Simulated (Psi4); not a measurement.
dichloromethane (CH$_{2}$Cl$_{2}$), singlet, at a GFN2-xTB geometry, with bond 4-1 at 2.0 times its length; Psi4 with CAM-B3LYP/6-31G.

Here is a job for Psi4.
```
memory 2 GB

molecule mol {
0 1
C    -0.012779    0.005755    0.780914
Cl    0.025913    1.460084   -0.229918
Cl   -0.018729   -1.463320   -0.209102
H    -1.838590    0.042084    1.967193
H     0.880226   -0.003446    1.403808
}

set {
  basis 6-31g
  reference rks
  scf_type disk_df
}

energy('cam-b3lyp')
print_variables()
```

### Question
What does Psi4 print? Leave out banner, timings and long lists.

### Answer

```
   => Loading Basis Set <=

    Name: 6-31G
    Role: ORBITAL
    Keyword: BASIS

         ---------------------------------------------------------
                                   SCF
               by Justin Turney, Rob Parrish, Andy Simmonett
                          and Daniel G. A. Smith
                              RKS Reference
         ---------------------------------------------------------

  ==> Geometry <==

    Molecular point group: c1
    Full point group: C1

    Geometry (in Angstrom), charge = 0, multiplicity = 1:

       Center              X                  Y                   Z               Mass
    ------------   -----------------  -----------------  -----------------  -----------------
         C           -0.002439985114     0.005816449166     0.811689166755    12.000000000000
         CL           0.036252014886     1.460145449166    -0.199142833245    34.968852682000
         CL          -0.008389985114    -1.463258550834    -0.178326833245    34.968852682000
         H           -1.828250985114     0.042145449166     1.997968166755     1.007825032230
         H            0.890565014886    -0.003384550834     1.434583166755     1.007825032230

  Running in c1 symmetry.

  Rotational constants: A =      0.81522  B =      0.11009  C =      0.10125 [cm^-1]
  Rotational constants: A =  24439.77229  B =   3300.44212  C =   3035.44172 [MHz]
  Nuclear repulsion =  131.052904324785743

  Charge       = 0
  Multiplicity = 1
  Electrons    = 42
  Nalpha       = 21
  Nbeta        = 21

  ==> Algorithm <==

  SCF Algorithm Type is DISK_DF.
  DIIS enabled.
  MOM disabled.
  Fractional occupation disabled.
  Guess Type is SAD.
  Energy threshold   = 1.00e-06
  Density threshold  = 1.00e-06
  Integral threshold = 1.00e-12

  ==> Primary Basis <==

  Basis Set: 6-31G
    Blend: 6-31G
    Number of shells: 23
    Number of basis functions: 39
    Number of Cartesian functions: 39
    Spherical Harmonics?: false
    Max angular momentum: 1

  ==> DFT Potential <==

   => LibXC <=

    Version 7.1.2
    S. Lehtola, C. Steigemann, M. J. T. Oliveira, and M. A. L. Marques,  SoftwareX 7, 1–5 (2018) (10.1016/j.softx.2017.11.002)

   => Composite Functional: CAM-B3LYP <=

    CAM-B3LYP Hyb-GGA Exchange-Correlation Functional

    T. Yanai, D. P. Tew, and N. C. Handy,  Chem. Phys. Lett. 393, 51 (2004) (10.1016/j.cplett.2004.06.011)

    Deriv               =              1
    GGA                 =           TRUE
[...]
   @DF-RKS iter   2:  -959.41612428796543   -1.00699e-02   4.99109e-03 ADIIS/DIIS
   @DF-RKS iter   3:  -959.44606624883249   -2.99420e-02   1.43875e-03 ADIIS/DIIS
   @DF-RKS iter   4:  -959.44784502057587   -1.77877e-03   5.83659e-04 ADIIS/DIIS
   @DF-RKS iter   5:  -959.44814320814316   -2.98188e-04   4.90994e-05 DIIS
   @DF-RKS iter   6:  -959.44814746086536   -4.25272e-06   5.29146e-06 DIIS
   @DF-RKS iter   7:  -959.44814757461438   -1.13749e-07   8.37249e-07 DIIS
  Energy and wave function converged.

  ==> Post-Iterations <==

   Electrons on quadrature grid:
      Ntotal   =   42.0000076842 ; deviation = 7.684e-06

    Orbital Energies [Eh]
    ---------------------

    Doubly Occupied:

[...]
    Virtual:

[...]
    Final Occupation by Irrep:
              A
    DOCC [    21 ]
    NA   [    21 ]
    NB   [    21 ]

  @DF-RKS Final Energy:  -959.44814757461438

   => Energetics <=

    Nuclear Repulsion Energy =            131.0529043247857430
    One-Electron Energy =               -1583.1085095025621285
    Two-Electron Energy =                 540.1906504321631246
    DFT Exchange-Correlation Energy =     -47.5831928290010708
    Empirical Dispersion Energy =           0.0000000000000000
    VV10 Nonlocal Energy =                  0.0000000000000000
    Total Energy =                       -959.4481475746143815

Computation Completed

Properties will be evaluated at   0.000000,   0.000000,   0.000000 [a0]

Properties computed using the SCF density matrix

 Multipole Moments:

 ------------------------------------------------------------------------------------
     Multipole            Electronic (a.u.)      Nuclear  (a.u.)        Total (a.u.)
 ------------------------------------------------------------------------------------

 L = 1.  Multiply by 2.5417464519 to convert [e a0] to [Debye]
 Dipole X            :          1.2249593           -0.9045578            0.3204015
 Dipole Y            :         -0.0408241            0.0391870           -0.0016371
 Dipole Z            :         -3.1060629            3.5634603            0.4573974
 Magnitude           :                                                    0.5584552

 ------------------------------------------------------------------------------------

  Variable Map:
  ----------------------------------------------------------------------------
[...]
  Array Variable Map:
  ----------------------------------------------------------------------------
[...]
[...]
```
